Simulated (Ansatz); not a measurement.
```xyz
7

C     0.0000    0.0315   -0.6953
N     0.0000    0.0705    0.7510
H     0.0000   -0.9776   -1.1599
H    -0.8819    0.5659   -1.0833
H     0.8819    0.5659   -1.0833
H    -0.8127   -0.4182    1.1206
H     0.8127   -0.4182    1.1206
```

Basis set: 6-31G* (spherical functions). Left uncorrelated: 2 orbitals. Charge 0, multiplicity 1.

Computed with Ansatz (development build ahead of 0.2.0); each method stands on the lowest determinant of its kind that the runs found. Restricted open shells among the atoms or ions are ROHF, correlated in semicanonical orbitals with singles.

Give the atomization energy at this shape (free ground-state atoms in the same class of orbitals less the molecule, no zero-point energy) of singlet CH5N by RHF-MP2, RHF.

```
 method  atomization energy
RHF-MP2     517.89 kcal/mol
    RHF     412.77 kcal/mol
```
